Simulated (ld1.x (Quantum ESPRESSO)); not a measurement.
neon (Ne), TM: configuration errors across variants

```json
{
 "Element": "Ne",
 "Generator": "ld1.x (Quantum ESPRESSO) 7.5",
 "Type": "norm-conserving Troullier–Martins (Kleinman–Bylander form)",
 "Functional": "PBE",
 "Relativity": "scalar-relativistic",
 "Frozen core": "[He]",
 "Valence charge": "8",
 "Reference configuration": "2s2 2p6",
 "Partial waves": "2s (bound): rc 0.50 bohr; 2p (bound): rc 0.80 bohr; 3d channel at 0.45 Ry: rc 0.80 bohr",
 "Local potential": "all-electron potential smoothed inside 0.50 bohr (lloc = -1)",
 "Core correction": "Bessel-smoothed model core, default radius (core density twice the valence density)"
}
```

All-electron excitation energies from the reference (eV): (1) 2s2 2p5 22.475; (2) 2s2 2p4 65.744; (3) 2s2 2p3 133.174; (4) 2s1 2p6 45.883; (5) 2s2 2p2 227.803; (6) 2s2 2p5.5 8.868.

Errors AE − PS in meV (a dash: test not solved or not reliable):

| change | (1) | (2) | (3) | (4) | (5) | (6) | bound ghosts |
| --- | --- | --- | --- | --- | --- | --- | --- |
| base | -0.8 | +13 | +79 | +6.6 | +281 | -0.9 | none |
| all radii but the core radius scaled by about 0.75 (s 0.38, p 0.60, d 0.60 bohr); local potential all-electron potential smoothed inside 0.38 bohr (lloc = -1) | 0.0 | +12 | +61 | +19 | +195 | -0.6 | not determined |
| all radii but the core radius scaled by about 0.85 (s 0.42, p 0.68, d 0.68 bohr); local potential all-electron potential smoothed inside 0.42 bohr (lloc = -1) | -0.5 | +11 | +64 | +16 | +215 | -0.8 | none |
| all radii but the core radius scaled by about 0.90 (s 0.44, p 0.72, d 0.72 bohr); local potential all-electron potential smoothed inside 0.44 bohr (lloc = -1) | -0.7 | +11 | +66 | +13 | +228 | -0.9 | none |
| all radii but the core radius scaled by about 1.15 (s 0.58, p 0.92, d 0.92 bohr); local potential all-electron potential smoothed inside 0.58 bohr (lloc = -1) | +0.1 | +26 | +145 | -2.0 | +499 | -0.8 | none |
| all radii but the core radius scaled by about 1.20 (s 0.60, p 0.96, d 0.96 bohr); local potential all-electron potential smoothed inside 0.60 bohr (lloc = -1) | +0.4 | +29 | +163 | -3.9 | +555 | -0.8 | none |
| all radii but the core radius scaled by about 1.32 (s 0.66, p 1.06, d 1.06 bohr); local potential all-electron potential smoothed inside 0.66 bohr (lloc = -1) | +2.5 | +52 | +267 | -14 | +873 | -0.5 | none |
| all radii but the core radius scaled by about 1.37 (s 0.68, p 1.10, d 1.10 bohr); local potential all-electron potential smoothed inside 0.68 bohr (lloc = -1) | +4.1 | +69 | +340 | -22 | +1093 | -0.3 | none |

Give the same row for: all radii but the core radius scaled by about 1.05 (s 0.52, p 0.84, d 0.84 bohr); local potential all-electron potential smoothed inside 0.52 bohr (lloc = -1).

-0.7, +15, +94, +3.9, +333, -0.9; bound ghosts: none.
